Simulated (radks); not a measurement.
Results of a calculation; reference values are marked as such.
Rh2+, configuration [Kr] 4d7. Code: a radial shooting solver on a logarithmic mesh with Libxc functionals. Model: Dirac Kohn-Sham, PBE, spin-unpolarised, spherical densities, point nucleus; open shells fill j = l - 1/2 first.

Unscreened Slater integrals over Kohn-Sham orbitals (hartree). Large and small components are both included.

F0(4d5/2,4d5/2): 0.62545
F2(4d5/2,4d5/2): 0.31062
F4(4d5/2,4d5/2): 0.20232
F0(4d5/2,4d3/2): 0.62888
F2(4d5/2,4d3/2): 0.31234
G2(4d5/2,4d3/2): 0.31221
G4(4d5/2,4d3/2): 0.20339
F0(4d5/2,4p3/2): 0.70753
F2(4d5/2,4p3/2): 0.34578
G1(4d5/2,4p3/2): 0.43298
G3(4d5/2,4p3/2): 0.26389
F0(4d5/2,4p1/2): 0.71450
G3(4d5/2,4p1/2): 0.26106
F0(4d3/2,4d3/2): 0.63237
F2(4d3/2,4d3/2): 0.31414
F0(4d3/2,4p3/2): 0.71249
F2(4d3/2,4p3/2): 0.34948
G1(4d3/2,4p3/2): 0.43878
G3(4d3/2,4p3/2): 0.26754
F0(4d3/2,4p1/2): 0.71963
G1(4d3/2,4p1/2): 0.43506
F0(4p3/2,4p3/2): 0.82985
F2(4p3/2,4p3/2): 0.43528
F0(4p3/2,4p1/2): 0.84130
G2(4p3/2,4p1/2): 0.44019
F0(4p1/2,4p1/2): 0.85336
